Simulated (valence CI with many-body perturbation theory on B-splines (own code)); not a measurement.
**From CI to CI+MBPT in Pt⁶⁴⁺**

Calculated by relativistic CI+MBPT: four valence electrons over a frozen Dirac-Fock core [Ne], radial functions for each j: 11 s, 11 p, 9 d, 7 f, 5 g, 2 h, 1 i, with the one-electron correlation potential Σ1, the two-electron term Σ2, the three-electron term Σ3, Breit, model QED; selected CI, second order for the rest (own B-spline code, finite nucleus).

No measured spectrum was set against this ion. As an estimate, large intervals hold to a few tenths of a per cent, small ones and those within an open d or f shell to about a per cent.

Each rung adds one term. CI alone is the Dirac-Coulomb CI over the frozen core; QED comes last and gives the full result, which names the levels. Energies are above (3s^2 3p1/2^2) J=0 on the same rung, in eV.

Levels are named by their leading jj configuration (3d3/2^4 stands for four electrons in 3d with j = 3/2), which in mixed levels can hold well under half, so a name can repeat and another be missing. Letters in brackets count levels of one name in rising energy.

```tsv
Level	CI alone	Σ1	Σ2	Σ3	Breit	QED	Full
(3s^2 3p1/2 3p3/2) J=1	455.2	+0.22	+0.16	+0.02	-5.58	+0.47	450.5
(3s^2 3p1/2 3p3/2) J=2	465.7	+0.22	+0.13	0.00	-6.18	+0.47	460.3
(3s 3p1/2^2 3p3/2) J=2	640.7	-0.07	+0.09	+0.07	-1.27	-4.94	634.6
(3s 3p1/2^2 3p3/2) J=1	669.6	-0.07	-0.16	+0.04	-1.83	-4.21	663.4
(3s^2 3p1/2 3d3/2) J=2	693.8	-0.05	-0.09	-0.05	-7.13	-0.69	685.8
(3s^2 3p1/2 3d3/2) J=1	741.8	-0.05	-0.79	-0.16	-5.49	-1.53	733.7
(3s^2 3p1/2 3d5/2) J=2	820.7	+0.13	-0.40	-0.11	-9.07	-0.49	810.7
(3s^2 3p1/2 3d5/2) J=3	823.0	+0.14	-0.28	-0.12	-10.12	-0.40	812.2
(3s 3p1/2^2 3d3/2) J=1	882.8	-0.34	-0.24	-0.03	-1.49	-6.17	874.5
(3s 3p1/2^2 3d3/2) J=2	891.2	-0.33	-0.28	-0.05	-1.95	-6.16	882.4
(3s^2 3p3/2^2) J=2	928.2	+0.43	+0.30	0.00	-11.28	+0.87	918.5
(3s^2 3p3/2^2) J=0	949.3	+0.44	+0.24	-0.03	-10.64	+0.87	940.2
(3s 3p1/2^2 3d5/2) J=3	1005.6	-0.15	-0.45	-0.08	-4.87	-5.90	994.2
(3s 3p1/2^2 3d5/2) J=2	1020.3	-0.15	-0.49	-0.13	-4.47	-5.93	1009.1
(3s 3p1/2 3p3/2^2) J=2 [a]	1085.3	+0.15	+0.35	+0.07	-6.58	-4.42	1074.8
(3s 3p1/2 3p3/2^2) J=3	1106.7	+0.15	+0.23	+0.06	-7.76	-4.36	1095.0
(3s 3p1/2 3p3/2^2) J=0	1116.9	+0.15	+0.29	+0.05	-6.58	-3.95	1106.9
(3s 3p1/2 3p3/2^2) J=2 [b]	1133.9	+0.16	-0.01	+0.04	-8.45	-3.31	1122.4
(3s 3p1/2 3p3/2^2) J=1 [a]	1134.1	+0.15	+0.02	+0.03	-7.40	-3.81	1123.1
(3s 3p1/2 3p3/2^2) J=1 [b]	1146.5	+0.15	-0.30	+0.02	-6.43	-4.54	1135.4
(3s^2 3p3/2 3d3/2) J=3	1189.4	+0.17	-0.29	-0.12	-12.77	-0.38	1176.0
(3s^2 3p3/2 3d3/2) J=2	1194.8	+0.16	-0.64	-0.11	-10.71	-1.66	1181.8
(3s^2 3p3/2 3d3/2) J=1	1194.7	+0.17	-0.50	-0.11	-11.10	-1.06	1182.1
(3s^2 3p3/2 3d3/2) J=0	1195.3	+0.17	-0.43	-0.12	-10.75	-0.89	1183.3
(3s^2 3p3/2 3d5/2) J=4	1269.1	+0.36	+0.10	-0.06	-15.43	+0.03	1254.1
(3s^2 3p3/2 3d5/2) J=2	1279.7	+0.35	-0.11	-0.08	-14.80	-0.06	1265.0
(3s^2 3p3/2 3d5/2) J=3	1303.8	+0.35	-0.44	-0.18	-15.02	-0.08	1288.4
(3s 3p1/2 3p3/2 3d3/2) J=2 [a]	1306.6	-0.12	+0.13	+0.07	-5.96	-6.64	1294.1
(3s^2 3p3/2 3d5/2) J=1	1314.0	+0.35	-0.29	-0.22	-14.13	-0.07	1299.7
(3s 3p1/2 3p3/2 3d3/2) J=0 [a]	1313.2	-0.12	+0.23	+0.03	-6.29	-5.88	1301.1
(3s 3p1/2 3p3/2 3d3/2) J=1 [a]	1316.7	-0.12	+0.15	+0.01	-7.10	-5.70	1303.9
```

The middle columns are the shifts that each term adds.

**Question.** How does the ionisation energy move along the ladder, and which term matters most?

**Answer.** CI alone 7526.0, + Σ1 7527.3, + Σ2 7527.4, + Σ3 7527.2, + Breit 7514.8, + QED 7514.5 eV. The largest step is Breit, -12.3 eV. NIST lists 7512 ± 24 eV (theoretical).
